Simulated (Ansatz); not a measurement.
Cl$_{5}$Nb, charge -1, doublet, geometry from GFN2-xTB (such geometries of metal compounds can be far from the true shape) (the multiplicity is a formal guess) (core potentials on Nb) (a gas-phase anion, which may not be bound at this level); BLYP/def2-SVP in Ansatz (a first-principles code).

Input for Ansatz:
Ansatz 0.2 input:
```yaml
crystal:
  periodic: [false, false, false]
  atoms:
    - {symbol: Nb, position_ang: [-0.08605415, 0.01826542, 0.05623721]}
    - {symbol: Cl, position_ang: [1.86039851, -0.39487872, -1.21578815]}
    - {symbol: Cl, position_ang: [0.97858169, -1.02629909, 2.00042968]}
    - {symbol: Cl, position_ang: [-1.12922243, 1.05827333, -1.90198452]}
    - {symbol: Cl, position_ang: [-1.53365921, -1.72671987, -0.09399808]}
    - {symbol: Cl, position_ang: [0.03144382, 2.04557246, 1.07571015]}
basis:
  gaussian:
    orbitals: def2-SVP
hamiltonian:
  xc: blyp
total_charge: -1
magnetization: {spin_polarized: true, initial_magnetization: 1}
```

It wrote (shortened):

```
Functional definition: BLYP
1252 factors; their error is unknown
mean field evaluation 1: about -64152.5451 eV, gradient 1.0e1 eV
mean field evaluation 2: about -64142.2827 eV, gradient 4.7e1 eV
mean field evaluation 4: about -64153.1251 eV, gradient 2.8e0 eV
mean field evaluation 8: about -64153.1675 eV, gradient 7.3e-2 eV
mean field evaluation 16: about -64153.0965 eV, gradient 3.4e-5 eV
mean field evaluation 32: about -64152.8739 eV, gradient 3.2e-6 eV
mean field evaluation 64: about -64152.6620 eV, gradient 1.2e0 eV
mean field evaluation 96: about -64152.9205 eV, gradient 1.3e0 eV
mean field -64153.09648239 eV, -2357.5828111972 hartree, gradient 9.2e-6 eV, S^2 0.752885; 16 other end points of the search recorded, 0 dependent functions left out
reference -64153.09690496 eV, -2357.5828267265 hartree; 50, 49 occupied and 71, 72 virtual orbitals, 1252 factors
Total energy: -64153.09690496 eV, -2357.5828267265 hartree
```
